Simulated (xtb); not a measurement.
Harmonic IR lines of one isomer of C₂H₈Si₂, unscaled. Level of theory: GFN2-xTB in xtb.

```csv
wavenumber (cm⁻¹),relative intensity
546,15
556,19
768,71
784,40
791,45
801,59
1189,4.6
2235,100
2243,59
2258,65
3004,12
```

Question: Which structure gives these lines?
A. `[SiH3][C@@H]1C[SiH2]1`
B. `CC[SiH]=[SiH2]`
C. `CC1[SiH2][SiH2]1`
D. `[SiH3]/C=C/[SiH3]`

Answer: D, `[SiH3]/C=C/[SiH3]`
